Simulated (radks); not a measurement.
Question: Ne6+, configuration 1s1.5 2s2 2p0.5 (fractional occupations, a model configuration). All-electron calculation, scalar-relativistic Kohn-Sham, PBEsol, spin-polarised, spherical densities, point nucleus; open shells are filled with parallel spins first. Program: a radial shooting solver on a logarithmic mesh with Libxc functionals. Some entries of the table are withheld. Estimate them.

orbital  occ.  eigenvalue (Ry)  r(max) (bohr)
1s up       1        -80.14072         0.1014
1s down   0.5        -78.78325         0.1018
2s up       1        -14.66377         0.5849
2s down     1        -14.41939         0.5901
2p up     0.5              (1)         0.4775
2p down     0              (2)         0.4857

Answer: 
(1) 2p up eigenvalue (Ry): -13.41905
(2) 2p down eigenvalue (Ry): -13.12041
